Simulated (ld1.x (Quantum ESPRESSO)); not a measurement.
## Logarithmic derivatives: osmium (Os), PAW

osmium, PAW, made with ld1.x (Quantum ESPRESSO) 7.5 (LDA (PZ), fully relativistic). Core [Xe], reference 4f14 5d6 6s1.75 6p0.25. Waves: 6s (bound): rcut 2.40, rcutus 2.85 bohr; 6s channel at 0.15 Ry: rcut 2.40, rcutus 2.85 bohr; 6p (bound): rcut 3.45, rcutus 4.20 bohr; 6p channel at 4.5 Ry: rcut 3.45, rcutus 4.20 bohr; 5d (bound): rcut 1.50, rcutus 1.95 bohr; 5d channel at -0.2 Ry: rcut 1.50, rcutus 1.95 bohr; 4f (bound): rcut 0.70, rcutus 0.80 bohr; 4f channel at -3.5 Ry: rcut 0.70, rcutus 0.80 bohr. Local part: all-electron potential smoothed inside 0.60 bohr (lloc = -2). Core correction: a·sin(br)/r model core, default radius (ld1.x builds one for every PAW set, though the input has nlcc=.false.). Augmentation charge: PSQ, inside the norm-conserving radii.

Open shells are filled in proportion to 2j + 1 (rel_dist='average').

The phase is arctan(r·u′/u) with u = r·R(r), unwrapped; energies in Ry, scanned from -6 to 5 Ry. A pole is an energy at which the radial function vanishes at the test radius. The pseudo phase is shifted by a multiple of π to meet the all-electron one at the reference energy, and phase errors are pseudo minus all-electron; the curves can meet again beyond the range given. Levels narrower than the energy grid can be missing from the lists of poles.

**Question.** For each channel, where are the poles, and over which energies does the pseudopotential scatter like the atom?

**Answer.**

```csv
channel,radius (bohr),reference energy (Ry),"poles, all-electron","poles, pseudo",unbroken range about the reference energy with phases within 0.05 rad,phase error 1 Ry above the reference energy (rad)
s,4.54,-0.49,"-0.34, 2.02","-0.35, 1.34, 3.57",not even at the reference energy,-0.242
p1/2,4.54,-0.16,"0.19, 2.65","0.17, 2.56",not even at the reference energy,-0.073
p3/2,4.54,-0.11,"0.34, 2.92","0.31, 2.84",not even at the reference energy,-0.048
d3/2,4.54,-0.55,"-0.54, 1.36, 4.26","-0.54, 1.41, 4.57",not even at the reference energy,+0.062
d5/2,4.54,-0.48,"-0.45, 1.41, 4.33","-0.46, 1.47, 4.66",not even at the reference energy,+0.066
f5/2,4.54,-3.98,"1.39, 3.42","1.40, 3.50",below 2.0,+0.000
f7/2,4.54,-3.78,"1.39, 3.44","1.40, 3.51",below 2.1,+0.000
```

The ghost test of this file was not conclusive.

Phases in the d5/2 channel:

| E (Ry) | all-electron | pseudo |
| --- | --- | --- |
| -6.00 | 1.481 | 1.481 |
| -5.74 | 1.479 | 1.479 |
| -5.48 | 1.477 | 1.477 |
| -5.22 | 1.475 | 1.475 |
| -4.96 | 1.472 | 1.472 |
| -4.70 | 1.470 | 1.470 |
| -4.44 | 1.466 | 1.467 |
| -4.18 | 1.463 | 1.463 |
| -3.92 | 1.460 | 1.460 |
| -3.66 | 1.456 | 1.456 |
| -3.40 | 1.452 | 1.452 |
| -3.14 | 1.447 | 1.447 |
| -2.88 | 1.442 | 1.442 |
| -2.62 | 1.435 | 1.435 |
| -2.36 | 1.428 | 1.428 |
| -2.10 | 1.419 | 1.419 |
| -1.84 | 1.409 | 1.409 |
| -1.58 | 1.396 | 1.396 |
| -1.32 | 1.379 | 1.379 |
| -1.06 | 1.355 | 1.356 |
| -0.80 | 1.315 | 1.315 |
| -0.54 | 1.073 | 1.050 |
| -0.28 | -1.825 | -1.828 |
| -0.02 | -1.959 | -1.958 |
| 0.24 | -2.247 | -2.237 |
| 0.50 | -3.390 | -3.324 |
| 0.76 | -4.335 | -4.307 |
| 1.02 | -4.572 | -4.557 |
| 1.28 | -4.676 | -4.663 |
| 1.54 | -4.744 | -4.730 |
| 1.80 | -4.805 | -4.785 |
| 2.06 | -4.880 | -4.846 |
| 2.32 | -5.015 | -4.936 |
| 2.58 | -5.472 | -5.139 |
| 2.84 | -7.090 | -6.045 |
| 3.10 | -7.570 | -7.343 |
| 3.36 | -7.702 | -7.617 |
| 3.62 | -7.765 | -7.717 |
| 3.88 | -7.805 | -7.770 |
| 4.14 | -7.835 | -7.805 |
| 4.40 | -7.860 | -7.832 |
| 4.66 | -7.884 | -7.854 |
| 4.92 | -7.909 | -7.875 |
